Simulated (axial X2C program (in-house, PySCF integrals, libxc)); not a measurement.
MoP⁻ at several levels of theory

Computed with an axial X2C code built on PySCF integrals. Spin-free means the one-electron spin-free X2C Hamiltonian; two-component (2c) means X2C with spin–orbit coupling and atomic mean-field two-electron Coulomb and Gaunt terms, so the difference of the two also holds small scalar two-electron terms. Basis: Mo dyall-acv3z [12s13p10d5f3g], P dyall-av3z [9s8p3d2f] (cores contracted in-house); Gaussian nuclei, density fitting, unrestricted open shells. Masses: Mo 97.905 u, P 30.974 u.

State, spin-free: M_S = 2, Λ = 1 (beyond evenly filled blocks: σα, π+α, δ+α, δ-α); electrons by block: σα: 14, σβ: 13, π+α: 7, π+β: 6, π-α: 6, π-β: 6, δ+α: 2, δ+β: 1, δ-α: 2, δ-β: 1. Fragments: Mo + P- for PBE0, CCSD, CCSD(T); Mo- + P for HF, B97-3.

State, 2c: Ω = 1 (⟨Sz⟩ = 2.00, ⟨Lz⟩ = -1.00 at PBE0); electrons by block: 1/2: 20, -1/2: 20, 3/2: 7, -3/2: 8, 5/2: 2, -5/2: 1. Fragments: Mo + P- for PBE0; Mo- + P for HF.

```
Hamiltonian    level  Re (Å)  ωe (cm⁻¹)  Be (cm⁻¹)  De (eV)  k (mdyn/Å)  μ (D)
  spin-free     PBE0   2.171      429.8      0.152     2.95        2.56  -3.87
  spin-free       HF   2.426      272.2     0.1218    0.739        1.03  -3.08
  spin-free     CCSD   2.197      408.9     0.1484     2.51        2.32    n/a
  spin-free  CCSD(T)   2.181      427.4     0.1506     2.78        2.53    n/a
  spin-free    B97-3   2.184      421.4     0.1501     3.17        2.46  -4.14
         2c     PBE0   2.169      432.2     0.1522     2.98        2.59  -3.89
         2c       HF   2.423      273.8     0.1221    0.759        1.04  -3.10
```

Correlated methods: 12 electrons correlated (number of frozen shells: Mo 4 s, 3 p, 1 d; P 2 s, 1 p), 312 virtual spin orbitals or spinors in MP2, 90 natural virtuals in coupled cluster.

Dipoles are positive if P is the positive end and refer to the centre of mass.

The state is one determinant whose occupation by symmetry is held fixed; it was picked as the lowest of a PBE0 search that is not exhaustive. Dissociation energies refer to the lowest single-determinant-based atoms at the same level and basis. Density functionals use the spin component along the axis (collinear). Coupled cluster ran in a truncated set of natural virtual spinors; the MP2 energy of the rest was added. (T) has no such correction and the atoms are truncated less, which lowers De at CCSD(T) by a hundredth of an eV or more. The 2c atoms are single determinants rather than J levels; their spin–orbit lowering is only partly caught, and De is too large by that part. This holds for PBE0. Other states lie close and PBE0, whose exact exchange favours high spin, may order them wrongly; the determinant shown need not be the ground state. The nearest other spin-free determinant of the search, M_S = 1, Λ = 0, lies 0.07 eV up at the distance of the search. Without a current term, density functionals place determinants with orbital angular momentum somewhat too high. With several unpaired electrons one determinant need not be a pure state. Open-shell Ω = 0 determinants with evenly filled partner blocks cannot be reached by this program, so the Ω shown need not be the lowest component. At some level and bond length an empty orbital lies below a filled one. Some points did not converge and are left out. The highest occupied level of some functionals is positive through self-interaction error; at Hartree–Fock it is bound. The determinant is spin-polarised beyond a pure state at some levels (its spin-free form has ⟨S²⟩ too high), which makes Re and μ there less reliable. The T1 diagnostic is large, a sign of multireference character. With the outer-core shells frozen, correlated bond lengths of heavy atoms tend to come out a few hundredths of an ångström too long. Hartree–Fock gets electron affinities wrong, so its lowest charge split need not be the true one.

No reliable constants came from B97-3 (2c), CCSD (2c), CCSD(T) (2c), MP2 (2c), MP2 (spin-free): no minimum in range, unconverged points, a curve that is not smooth, a change of character along it, or the two Hamiltonians disagreeing along it.

Rough cost a point (2c) on 1 thread(s) of a shared host, integrals apart: PBE0 1.5 s, HF 1.9 s.
